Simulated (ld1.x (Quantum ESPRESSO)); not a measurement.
Reading a pseudo-wave (Bi)

Columns: radius, all-electron u(r) and pseudo u(r) of the 6p shell (level -4.74 eV) of bismuth in the configuration [Kr] 4d10 4f14 5s2 5p6 5d10 6s2 6p3; PBE, non-relativistic, PAW scheme, ld1.x (Quantum ESPRESSO) 7.5.

```csv
r (bohr),all-electron,pseudo
0.093,-0.0648,-0.0020
0.185,-0.0534,-0.0076
0.278,0.1488,-0.0160
0.370,0.1645,-0.0256
0.463,0.0379,-0.0348
0.555,-0.1137,-0.0414
0.648,-0.2277,-0.0434
0.740,-0.2817,-0.0389
0.833,-0.2811,-0.0264
0.925,-0.2385,-0.0050
1.018,-0.1675,0.0259
1.110,-0.0818,0.0656
1.203,0.0109,0.1138
1.295,0.1023,0.1680
1.388,0.1899,0.2272
1.480,0.2695,0.2878
1.573,0.3414,0.3485
1.665,0.4037,0.4055
1.758,0.4578,0.4579
1.850,0.5028,0.5028
1.943,0.5404,0.5404
2.035,0.5704,0.5704
2.128,0.5941,0.5941
2.220,0.6116,0.6116
2.313,0.6241,0.6241
2.405,0.6317,0.6317
```

Problem. How many radial nodes do the two functions have?

Solution. The all-electron 6p function has n − l − 1 = 4 (the table is too coarse to show those close to the nucleus); the pseudo-wave has 1, since 1 lower shell of the same l stays in the valence.

Problem. At about which radius was the pseudo-wave matched?

Solution. 1.85 bohr, where the columns begin to agree (steps of 0.09 bohr).

Problem. Is the pseudo-wave norm-conserving?

Solution. No, it belongs to a PAW set: the norm inside the radius is not constrained, and the difference is carried by the augmentation charge.
